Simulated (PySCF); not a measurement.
ethane (C2H6), singlet, geometry from GFN2-xTB; CCSD(T)/def2-SV(P) run with PySCF.

Input for PySCF:
```python
from pyscf import gto, scf, cc

mol = gto.M(
    atom='''
C    -0.00063425   -0.00460240    0.76069610
C     0.00063425    0.00460240   -0.76069610
H     0.00531742    1.01117798    1.14976058
H    -0.88580270   -0.51053241    1.13981086
H     0.87762477   -0.52140267    1.14121540
H    -0.00531742   -1.01117798   -1.14976058
H    -0.87762477    0.52140267   -1.14121540
H     0.88580270    0.51053241   -1.13981086
''',
    basis='def2-sv(p)',
    verbose=4,
)

mf = scf.RHF(mol)
mf.kernel()

mycc = cc.CCSD(mf, frozen=2)
mycc.kernel()
et = mycc.ccsd_t()
print('E(CCSD(T)) = %.10f' % (mycc.e_tot + et))
```

Output, abridged:

```
PySCF version 2.14.0

[INPUT] verbose = 4
[INPUT] num. atoms = 8
[INPUT] num. electrons = 18
[INPUT] charge = 0
[INPUT] spin (= nelec alpha-beta = 2S) = 0
[INPUT] symmetry False subgroup None
[INPUT] Mole.unit = angstrom
[INPUT] Symbol           X                Y                Z      unit          X                Y                Z       unit  Magmom
[INPUT]  1 C     -0.000634250000  -0.004602400000   0.760696100000 AA   -0.001198558795  -0.008697275516   1.437507293025 Bohr   0.0
[INPUT]  2 C      0.000634250000   0.004602400000  -0.760696100000 AA    0.001198558795   0.008697275516  -1.437507293025 Bohr   0.0
[INPUT]  3 H      0.005317420000   1.011177980000   1.149760580000 AA    0.010048467489   1.910849445391   2.172732605021 Bohr   0.0
[INPUT]  4 H     -0.885802700000  -0.510532410000   1.139810860000 AA   -1.673924503400  -0.964766432614   2.153930359205 Bohr   0.0
[INPUT]  5 H      0.877624770000  -0.521402670000   1.141215400000 AA    1.658470455434  -0.985308246917   2.156584555136 Bohr   0.0
[INPUT]  6 H     -0.005317420000  -1.011177980000  -1.149760580000 AA   -0.010048467489  -1.910849445391  -2.172732605021 Bohr   0.0
[INPUT]  7 H     -0.877624770000   0.521402670000  -1.141215400000 AA   -1.658470455434   0.985308246917  -2.156584555136 Bohr   0.0
[INPUT]  8 H      0.885802700000   0.510532410000  -1.139810860000 AA    1.673924503400   0.964766432614  -2.153930359205 Bohr   0.0

nuclear repulsion = 42.4439826416279
number of shells = 24
number of NR pGTOs = 72
number of NR cGTOs = 40
basis = def2-sv(p)
ecp = {}

******** <class 'pyscf.scf.hf.RHF'> ********
method = RHF
initial guess = minao
damping factor = 0
level_shift factor = 0
DIIS = <class 'pyscf.scf.diis.CDIIS'>
diis_start_cycle = 1
diis_space = 8
diis_damp = 0
SCF conv_tol = 1e-09
SCF conv_tol_grad = None
SCF max_cycles = 50
direct_scf = True
direct_scf_tol = 1e-13
Set gradient conv threshold to 3.16228e-05
Initial guess from minao.
init E= -79.2152414839271
  HOMO = -0.388805267093638  LUMO = 0.121790951305502  gap/eV = 13.89403
cycle= 1 E= -79.1387015256074  delta_E= 0.0765  |g|= 0.222  |ddm|= 2.24
  HOMO = -0.498519460512426  LUMO = 0.173793288124831  gap/eV = 18.29456
cycle= 2 E= -79.1561153958428  delta_E= -0.0174  |g|= 0.0562  |ddm|= 0.242
  HOMO = -0.487200380426733  LUMO = 0.180925748548667  gap/eV = 18.18064
cycle= 3 E= -79.1572636398105  delta_E= -0.00115  |g|= 0.0136  |ddm|= 0.086
  HOMO = -0.491572711187124  LUMO = 0.179841092266776  gap/eV = 18.27010
cycle= 4 E= -79.1573155502778  delta_E= -5.19e-05  |g|= 0.00159  |ddm|= 0.0129
  HOMO = -0.491609380113994  LUMO = 0.179851590339097  gap/eV = 18.27138
cycle= 5 E= -79.1573167694527  delta_E= -1.22e-06  |g|= 0.000248  |ddm|= 0.00274
  HOMO = -0.491632517335896  LUMO = 0.17984183888071  gap/eV = 18.27175
cycle= 6 E= -79.1573168061281  delta_E= -3.67e-08  |g|= 4.91e-05  |ddm|= 0.000536
  HOMO = -0.491638645195389  LUMO = 0.1798369602603  gap/eV = 18.27178
cycle= 7 E= -79.1573168075628  delta_E= -1.43e-09  |g|= 3.81e-06  |ddm|= 0.000115
  HOMO = -0.491638292624001  LUMO = 0.17983681619316  gap/eV = 18.27177
cycle= 8 E= -79.1573168075705  delta_E= -7.67e-12  |g|= 3.98e-07  |ddm|= 8.05e-06
  HOMO = -0.491638229935361  LUMO = 0.179836850860141  gap/eV = 18.27177
Extra cycle  E= -79.1573168075705  delta_E= 2.84e-14  |g|= 1.14e-07  |ddm|= 6.03e-07
converged SCF energy = -79.1573168075705

******** <class 'pyscf.cc.ccsd.CCSD'> ********
CC2 = 0
CCSD nocc = 7, nmo = 38
frozen orbitals 2
max_cycle = 50
direct = 0
conv_tol = 1e-07
conv_tol_normt = 1e-05
diis_space = 6
diis_start_cycle = 0
diis_start_energy_diff = 1e+09
Init t2, MP2 energy = -79.4154095070599  E_corr(MP2) -0.258092699489432
Init E_corr(CCSD) = -0.258092699489436
cycle = 1  E_corr(CCSD) = -0.281042105353957  dE = -0.0229494059  norm(t1,t2) = 0.0411199
cycle = 2  E_corr(CCSD) = -0.28848886506392  dE = -0.00744675971  norm(t1,t2) = 0.012619
cycle = 3  E_corr(CCSD) = -0.291593209652122  dE = -0.00310434459  norm(t1,t2) = 0.00480856
cycle = 4  E_corr(CCSD) = -0.291728604519426  dE = -0.000135394867  norm(t1,t2) = 0.000773584
cycle = 5  E_corr(CCSD) = -0.291695804991042  dE = 3.27995284e-05  norm(t1,t2) = 0.000220547
cycle = 6  E_corr(CCSD) = -0.291700273858542  dE = -4.4688675e-06  norm(t1,t2) = 4.64067e-05
cycle = 7  E_corr(CCSD) = -0.291700794686325  dE = -5.20827783e-07  norm(t1,t2) = 1.02425e-05
cycle = 8  E_corr(CCSD) = -0.291700785690869  dE = 8.99545594e-09  norm(t1,t2) = 2.38685e-06
CCSD converged
E(CCSD) = -79.44901759326132  E_corr = -0.2917007856908693
CCSD(T) correction = -0.0064340040843838
E(CCSD(T)) = -79.4554515973
```
